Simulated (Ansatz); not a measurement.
Na₁₄Cl₁₄, relaxed as a singlet with RKS r2SCAN-D4/def2-SVP in Ansatz, starting from the GFN2-xTB geometry. Force threshold 0.03 eV/Å.

Single mean-field runs in def2-SVP are fitted with def2-universal-jkfit. Another isomer (singlet) lies 0.61 eV lower at PBE0-D4/def2-TZVP; other spin states weren't run for this one.

Start:

Cartesian coordinates in Å:
```
Cl 6.475 2.979 1.395
Cl 6.899 -0.569 2.194
Cl 3.829 0.721 3.672
Cl 2.041 2.528 0.372
Cl 5.124 0.897 -1.276
Cl 2.666 -1.678 0.883
Cl -0.563 0.371 1.837
Cl -2.666 1.678 -0.888
Cl 0.558 -0.374 -1.835
Cl -2.044 -2.527 -0.377
Cl -5.123 -0.897 1.281
Cl -6.470 -2.977 -1.387
Cl -3.831 -0.718 -3.682
Cl -6.896 0.568 -2.190
Na 6.130 1.542 3.368
Na 7.115 0.844 0.184
Na 4.589 -1.417 2.410
Na 1.661 1.204 2.611
Na 4.432 3.046 0.007
Na 3.009 -0.358 -1.363
Na 0.189 -1.792 0.494
Na -3.010 0.363 1.361
Na -0.191 1.789 -0.498
Na -1.665 -1.205 -2.614
Na -4.431 -3.044 0.001
Na -7.107 -0.843 -0.179
Na -4.590 1.418 -2.418
Na -6.129 -1.547 -3.363
```

```tsv
step	energy (eV)	largest force component (eV/Å)	SCF passes
1	-237099.4252	0.644	13
2	-237100.3380	0.256	15
3	-237100.5593	0.112	15
4	-237100.7705	0.125	16
5	-237100.8315	0.176	17
6	-237100.8733	0.036	17
7	-237100.8759	0.003	17
```

Force components are those of the run's own axes.

End:

```csv
atom,x (Å),y (Å),z (Å)
Cl1,6.821,3.167,1.435
Cl2,7.263,-0.627,2.340
Cl3,4.009,0.696,4.081
Cl4,2.274,2.425,0.269
Cl5,5.460,1.011,-1.543
Cl6,2.768,-1.516,1.080
Cl7,-0.579,0.360,1.914
Cl8,-2.769,1.516,-1.082
Cl9,0.577,-0.360,-1.917
Cl10,-2.276,-2.425,-0.271
Cl11,-5.460,-1.013,1.549
Cl12,-6.818,-3.167,-1.432
Cl13,-4.009,-0.695,-4.085
Cl14,-7.260,0.627,-2.338
Na15,6.355,1.606,3.455
Na16,7.355,0.866,0.220
Na17,4.814,-1.385,2.692
Na18,1.991,0.809,2.424
Na19,4.759,3.112,-0.127
Na20,3.056,0.102,-1.073
Na21,0.207,-1.734,0.390
Na22,-3.058,-0.102,1.071
Na23,-0.209,1.735,-0.393
Na24,-1.993,-0.809,-2.426
Na25,-4.759,-3.114,0.133
Na26,-7.353,-0.865,-0.218
Na27,-4.813,1.387,-2.697
Na28,-6.353,-1.607,-3.452
```

Bonds formed: Cl4–Na20, Cl6–Na18, Cl8–Na24, Cl10–Na22 (atoms count from 1). Metal–metal contacts that move far: Na22–Na24 4.48 to 3.72 Å, Na18–Na20 4.48 to 3.72 Å.

No frequencies were taken in this run, so the end may be a saddle point.

It took 25 s on 4 threads of AMD EPYC 7R13 on a shared host and a share (37 GiB) of an NVIDIA H100 80GB HBM3, peak host memory 1.1 GiB.
